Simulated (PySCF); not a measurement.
Isomers of C4H6OSSi. Theory: TDDFT PBE0/def2-SVPD, vertical, gas phase, core orbitals frozen in the response (PySCF). Geometries: GFN2-xTB; one conformer of each isolated species. Triplets are in the Tamm–Dancoff approximation.

A. `O=C[C@H]1[SiH2]C=CS1`
B. `O=C1CSC=C1[SiH3]`
C. `C#CCC(=O)[SiH2]S`
D. `C(=C)[SiH2]OC=C=S`

Lowest singlet levels (six at most, fewer where fewer were computed) with oscillator strengths:

1. 3.89 eV (f 0.000); 4.29 eV (f 0.141); 5.37 eV (f 0.000); 6.05 eV (f 0.001); 6.14 eV (f 0.009); 6.38 eV (f 0.172); T1 2.93 eV
2. 3.60 eV (f 0.000); 4.45 eV (f 0.002); 5.54 eV (f 0.004); 5.79 eV (f 0.012); 5.96 eV (f 0.014); 6.18 eV (f 0.004); T1 2.94 eV
3. 1.63 eV (f 0.000); 4.71 eV (f 0.010); 4.71 eV (f 0.041); 5.02 eV (f 0.000); 5.22 eV (f 0.002); 5.45 eV (f 0.000); T1 1.19 eV
4. 4.29 eV (f 0.001); 4.61 eV (f 0.013); 4.98 eV (f 0.074); 5.09 eV (f 0.039); 5.86 eV (f 0.006); 5.88 eV (f 0.003); T1 3.48 eV

Question: Match each spectrum to its molecule.

Answer: 1 = B, 2 = C, 3 = D, 4 = A.
- A: S1 at 4.29 eV, HOMO-1→LUMO (65%), HOMO→LUMO (25%); Löwdin shares by element: HOMO sulfur 46%, carbon 42% or more; LUMO carbon 40% or more, oxygen 25%, silicon 8% (atoms not listed hold the other 28%); HOMO -6.74 and LUMO -1.11 eV.
- B: S1 at 3.89 eV, HOMO-1→LUMO (97%); Löwdin shares by element: HOMO sulfur 44%, carbon 31% or more, oxygen 10% (atoms not listed hold the other 15%); LUMO carbon 60% or more, oxygen 17% (atoms not listed hold the other 23%); HOMO -6.95 and LUMO -1.90 eV; point group Cs, 2 of its 6 listed states under f = 0.0005.
- C: S1 at 3.60 eV, HOMO-1→LUMO (72%), HOMO→LUMO (24%); Löwdin shares by element: HOMO sulfur 63%, silicon 11%, oxygen 7%, hydrogen 6% or more; LUMO carbon 46% or more, oxygen 32%, silicon 9%; HOMO -7.32 and LUMO -1.82 eV.
- D: S1 at 1.63 eV, HOMO→LUMO (100%); Löwdin shares by element: HOMO carbon 42% or more, sulfur 40%, oxygen 14%; LUMO carbon 47% or more, sulfur 42%, oxygen 5%; HOMO -6.10 and LUMO -2.71 eV.
